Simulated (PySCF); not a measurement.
Compound: C4H8OPSi (doublet state).
Structure used (GFN2-xTB), in Å, numbered top down from 1:
```xyz
15
C4H8OPSi angstrom
P      2.4304   -1.0846    1.0619
Si     1.3122    0.0460   -0.5367
C     -0.3387   -0.8206   -1.0130
C     -1.3719   -0.4623    0.0589
C     -1.5158    1.0206    0.2271
C     -0.4776    1.8443    0.2691
O      0.8088    1.4477    0.1701
H      3.0477   -1.9332    0.1583
H      3.5060   -0.2123    1.0814
H     -0.2245   -1.9024   -1.0725
H     -0.6935   -0.4763   -1.9848
H     -1.0614   -0.9022    1.0145
H     -2.3412   -0.8962   -0.1985
H     -2.5078    1.4258    0.3421
H     -0.5773    2.9137    0.4001
```

The hyperfine couplings belong to this conformer and change with its torsions.

The species is `C1=CO[Si](CC1)P` [radical].

Method: UKS B3LYP, pcH-1 on C H O P Si, non-relativistic, mean-field spin-orbit, GIAO in PySCF 2.14.0. Geometry: GFN2-xTB, one conformer, isolated molecule. Couplings are sensitive to structure, and on GFN2-xTB geometries they can be far from those on DFT ones, by a factor of two or more for some ions and for spin on atoms past the first row. Stability of the SCF solution: not tested.

(1) Break the g tensor into its mass correction, gauge correction and orbital-Zeeman/spin–orbit terms.

(2) At 9.416 GHz, how far is the centre of the isotropic spectrum from where a free electron (g = 2.002319) resonates?

(3) What are the electron Larmor frequencies g μB B/h along the three axes at 3350 mT?

(4) What effective moment and Curie constant follow for a powder?

(5) In a frozen sample, at which fields do the three g values resonate at 9.5, 34, 94 and 263 GHz (hyperfine left aside), and which band first spreads them over more than twice a line width of 0.5 mT?

Answers

(1) 
| Δg (ppm) | 1 | 2 | 3 |
| --- | --- | --- | --- |
| relativistic mass correction | -170 | -170 | -170 |
| gauge correction | 50 | 34 | 92 |
| orbital Zeeman/spin–orbit | -1598 | -159 | 2494 |
| total | -1717 | -296 | 2416 |

So g = 2.00060, 2.00202, 2.00474 and g_iso = 2.00245; the tensor is rhombic: the two nearest values differ by 34 % of g3 − g1. 

(2) B = hν/(g μB) with μB/h = 13.99624 MHz/mT gives 335.99 mT for the free electron and 335.96 mT at g_iso, 0.02 mT lower.

(3) 93.8031, 93.8697, 93.9969 GHz for g1, g2 and g3, a range of 193.8 MHz.

(4) With the mean of g² = 4.0098 and S(S+1) = 0.75: μ_eff = √(⟨g²⟩S(S+1)) = 1.734 μB and χT = 0.12505·⟨g²⟩·S(S+1) = 0.376 cm³ K/mol (cgs; spin-Hamiltonian part alone).

(5) 
```json
{"band": "X", "GHz": "9.5", "B(g3) mT": "338.58", "B(g2) mT": "339.03", "B(g1) mT": "339.27", "spread mT": "0.70"}
{"band": "Q", "GHz": "34.0", "B(g3) mT": "1211.74", "B(g2) mT": "1213.38", "B(g1) mT": "1214.25", "spread mT": "2.50"}
{"band": "W", "GHz": "94.0", "B(g3) mT": "3350.11", "B(g2) mT": "3354.65", "B(g1) mT": "3357.03", "spread mT": "6.92"}
{"band": "J", "GHz": "263.0", "B(g3) mT": "9373.18", "B(g2) mT": "9385.88", "B(g1) mT": "9392.55", "spread mT": "19.37"}
```

The spread grows in proportion to the frequency. Q band is the first where it exceeds 1.0 mT.

The largest Mulliken spin populations are on Si2 (+0.73) and P1 (+0.16). The angles at Si2 add up to 321.0°, so it is pyramidal.

The HOMO–LUMO gaps are 5.32 eV among the α and 3.89 eV among the β orbitals.
